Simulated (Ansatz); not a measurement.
Wavefunction ladder for C2H6AlNSi, SMILES `[CH3][Al]1[N]=C[SiH2]1`

```xyz
11

C    -0.1442   -2.1988   -1.0424
Al    0.0440   -0.4664   -0.1829
N     1.3641    0.1469    0.9762
C     0.9333    1.3365    1.1946
Si   -0.7129    1.7846    0.2777
H    -0.5679   -2.1120   -2.0464
H     0.8174   -2.7140   -1.1141
H    -0.8184   -2.8388   -0.4629
H     1.5014    2.0049    1.8650
H    -1.8367    2.1229    1.2022
H    -0.5802    2.9343   -0.6670
```

The species carries charge 0 and has multiplicity 1. All single points use the PBE0-D4/def2-TZVP geometry. Frozen core, restricted reference, Ansatz 0.2.0. CBS rows extrapolate triple and quadruple zeta; past MP2 they add the triple-zeta difference.

| basis | HF (Eh) | MP2 corr. | CCSD corr. | (T) | CCSD(T) total |
| --- | --- | --- | --- | --- | --- |
| def2-TZVPP | -664.57060 | -0.72010 | -0.76522 | -0.03600 | -665.37182 |
| def2-QZVPP | -664.59230 | -0.76904 | – | – | – |
| CBS(def2) | -664.59529 | -0.80529 | -0.85042 | as TZ | -665.48171 |
